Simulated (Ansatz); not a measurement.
Correlation energies of F₂H₂MoO₃ (`[O]=[Mo]([OH])([OH])([F])[F]`) by basis set

Z-matrix (Å, degrees):
```
Mo
O 1 1.873
O 1 1.870 2 90.3
F 1 1.844 2 85.0 3 -157.4
O 1 1.649 2 109.5 3 99.5
F 1 1.864 2 138.0 3 -83.6
H 2 0.962 1 119.9 3 -36.1
H 3 0.962 1 125.3 2 -87.0
```

Total charge 0; spin multiplicity 1. Correlated methods include outer-core shells of Mo, which these sets cover unevenly. Mo takes the def2 core potential. All single points use the PBE0-D4/def2-TZVP geometry. It is one conformer, not always the lowest. Frozen core, restricted reference, Ansatz 0.2.0.

| basis | HF (Eh) | MP2 corr. | CCSD corr. | (T) | CCSD(T) total |
| --- | --- | --- | --- | --- | --- |
| def2-SVP | -491.87450 | -1.40206 | -1.33643 | -0.05953 | -493.27046 |
| def2-TZVPP | -492.46101 | -1.83977 | -1.76105 | -0.09245 | -494.31451 |
| def2-QZVPP | -492.48699 | -1.99343 | – | – | – |
